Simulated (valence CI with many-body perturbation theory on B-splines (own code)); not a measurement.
Values are calculated unless marked as measured or tabulated.
Sensitivity of CI+MBPT for La XXXVII

Method: relativistic CI+MBPT: three valence electrons over a frozen Dirac-Fock core [Ar], radial functions for each j: 6 s, 6 p, 5 d, 5 f, 1 g, with the one-electron correlation potential Σ1 (screened to all orders), the two-electron term Σ2, the three-electron term Σ3, Breit, model QED; selected single and double excitations, second order for the rest, scaled by the run's own slope (own B-spline code, finite nucleus).

No measured spectrum was set against this ion. As an estimate, large intervals hold to a few tenths of a per cent, small ones and those within an open d or f shell to about a per cent. Only levels of the ground parity were solved; by the run's estimate the other parity begins above the list, which can be wrong where configurations are misplaced.

The reference run has the lowest level (3d3/2^3) J=3/2 and an ionisation energy of 2473.78 eV. Its largest variational space holds 2233 state functions.

Levels are named by their leading jj configuration (3d3/2^4 stands for four electrons in 3d with j = 3/2), which in mixed levels can hold well under half, so a name can repeat and another be missing. Letters in brackets count levels of one name in rising energy.

Changed runs:
A. logarithmic knot step 0.27 → 0.33
B. orbitals per symmetry with explicit Σ2 and valence Breit (the others get mean screening factors) 5 → 1
C. screening of Σ1 on → off
D. correlating orbitals by l 3 3 3 3 1 → 0 0 0 0 0 (bad on purpose)

Excitation energies of the reference run in cm⁻¹, and shifts in cm⁻¹:

```tsv
Level	Reference	A	B	C	D
(3d3/2^2 3d5/2) J=5/2 [a]	123743	-0.5	-45	+105	-811
(3d3/2^2 3d5/2) J=3/2	168189	-0.5	-44	+99	+186
(3d3/2^2 3d5/2) J=7/2	173988	-0.6	+19	+118	-384
(3d3/2^2 3d5/2) J=9/2	185503	-0.5	+129	+110	-45
(3d3/2^2 3d5/2) J=1/2	194403	-0.5	-98	+107	+383
(3d3/2^2 3d5/2) J=5/2 [b]	293858	-0.7	+14	+148	+987
(3d3/2 3d5/2^2) J=7/2 [a]	305936	-1.0	+137	+206	-335
(3d3/2 3d5/2^2) J=9/2	324151	-1.1	+114	+217	-464
(3d3/2 3d5/2^2) J=3/2 [a]	354456	-1.0	+98	+216	+430
(3d3/2 3d5/2^2) J=1/2	369775	-1.0	+47	+219	+681
(3d3/2 3d5/2^2) J=11/2	383110	-1.1	+293	+219	+302
(3d3/2 3d5/2^2) J=5/2 [a]	400977	-1.0	+131	+204	+1163
Ionisation energy (eV)	2473.78	-0.0024	+0.09	-0.047	-0.24
```
